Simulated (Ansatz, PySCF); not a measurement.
Cl$_{3}$Si, doublet, at a GFN2-xTB geometry. Base run: PySCF with MP2/STO-3G.

Input for PySCF:
```python
from pyscf import gto, scf, mp

mol = gto.Mole()
mol.atom = '''
    Cl    1.858345   -0.439643   -0.166275
    Si    0.003666   -0.010838    0.525157
    Cl   -1.314305   -1.385713   -0.163652
    Cl   -0.547059    1.834281   -0.102555
'''
mol.basis = 'sto-3g'
mol.charge = 0
mol.spin = 1
mol.verbose = 4
mol.build()

mf = scf.UHF(mol)
mf.kernel()

pt = mp.MP2(mf)
pt.kernel()
print('E(MP2) = %.10f' % pt.e_tot)
```

The same geometry, method and basis name were run in Ansatz (a first-principles code) and PySCF, at each program's defaults and at the settings that a row names. The base is PySCF at its defaults. Differences at the defaults can come from grids, fitting, cores and function types together.

```tsv
code and settings	ΔE vs base (mEh)	basis functions	E (Eh)	SCF cycles	SCF-reference dipole (D)
PySCF, defaults (exact integrals, spherical functions, all electrons correlated)	0.000	36	-1649.50046	10	2.44
Ansatz, defaults (factorised integrals, spherical functions, frozen core)	3.648	36	-1649.49681	-	-
PySCF, frozen core	3.643	36	-1649.49681	10	2.44
Ansatz, high accuracy, frozen core	3.643	36	-1649.49681	-	-
```

Open shells are given as the SCF converged; they aren't shown to be the lowest states, and a large step between rows can be another state.
